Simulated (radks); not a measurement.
Task: Species: Al I. Configuration: [Ne] 3s2 3p1. Method: non-relativistic Kohn-Sham, r2SCAN, spin-polarised, spherical densities, point nucleus; open shells are filled with parallel spins first; meta-GGA in the generalised Kohn-Sham scheme; computed with a radial shooting solver on a logarithmic mesh with Libxc functionals. Some entries of the table are withheld. Estimate them.

orbital,occ.,eigenvalue (eV),<1/r> (bohr^-1)
1s up,1,-1517.907,12.58
1s down,1,-1517.845,12.58
2s up,1,-111.2682,(1)
2s down,1,-111.2211,(2)
2p up,3,-71.4814,(3)
2p down,3,-71.3969,(4)
3s up,1,-8.3402,0.5130
3s down,1,-7.3640,0.5230
3p up,1,-3.0647,(5)
3p down,0,-2.0115,(6)

Result: 
(1) 2s up <1/r> (bohr^-1): 2.340
(2) 2s down <1/r> (bohr^-1): 2.339
(3) 2p up <1/r> (bohr^-1): 2.208
(4) 2p down <1/r> (bohr^-1): 2.208
(5) 3p up <1/r> (bohr^-1): 0.3922
(6) 3p down <1/r> (bohr^-1): 0.4050
